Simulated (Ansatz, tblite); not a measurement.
Removing and adding an electron: cyclo-(H2GeS)2 (Ge₂H₄S₂). Charge 0, multiplicity 1. Geometry: PBE0-D4/def2-SVP. Ansatz, gas phase; energy differences of separate SCF runs; the oxidised species was run as a doublet alone; the reduced species was run as a doublet alone.

```
atom    x (Å)    y (Å)    z (Å)
 Ge1   0.9158   0.0715   1.1644
  H2   0.6417   0.8967   2.4327
  H3   2.2603  -0.6687   1.2597
  S4   0.7783   1.3217  -0.6933
 Ge5  -0.9157  -0.0717  -1.1646
  H6  -2.2596   0.6699  -1.2567
  H7  -0.6445  -0.8959  -2.4341
  S8  -0.7763  -1.3236   0.6919
```

The xTB rows come from tblite.

**Question.** Estimate orbital energies and vertical ionisation energies and electron affinities at: GFN1-xTB; GFN2-xTB; PBE-D4/def2-TZVP; PBE-D4/def2-TZVPD; r2SCAN-D4/def2-TZVP; r2SCAN-D4/def2-TZVPD; PBE0-D4/def2-TZVP; PBE0-D4/def2-TZVPD.

**Answer.** 
```
               level  −HOMO (eV)  vertical IE (eV)  −LUMO (eV)  vertical EA (eV)  HOMO–LUMO gap (eV)  IE − EA (eV)                       remarks
            GFN1-xTB       11.50             14.20        5.67              2.95                5.83         11.25                             –
            GFN2-xTB       10.81             13.45        6.81              4.42                4.00          9.03                             –
    PBE-D4/def2-TZVP        6.16              8.79        2.06                 –                4.10             –                             –
   PBE-D4/def2-TZVPD        6.19                 –        2.18              0.15                4.01             –  HOMO above zero (-1 doublet)
 r2SCAN-D4/def2-TZVP        6.44              8.98        1.85                 –                4.60             –                             –
r2SCAN-D4/def2-TZVPD        6.45                 –        1.91             -0.01                4.54             –  HOMO above zero (-1 doublet)
   PBE0-D4/def2-TZVP        7.35              9.20        1.16                 –                6.19             –                             –
  PBE0-D4/def2-TZVPD        7.37                 –        1.32             -0.05                6.04             –  HOMO above zero (-1 doublet)
```

   A HOMO above zero means that the electron is unbound at that level or that self-interaction error raises the level; the energy of removing that electron tells which. Raw xTB energy differences between charge states are shifted by several eV; the methods need an empirical correction for them. A negative affinity means that the extra electron isn't bound; its size then hangs on the basis.
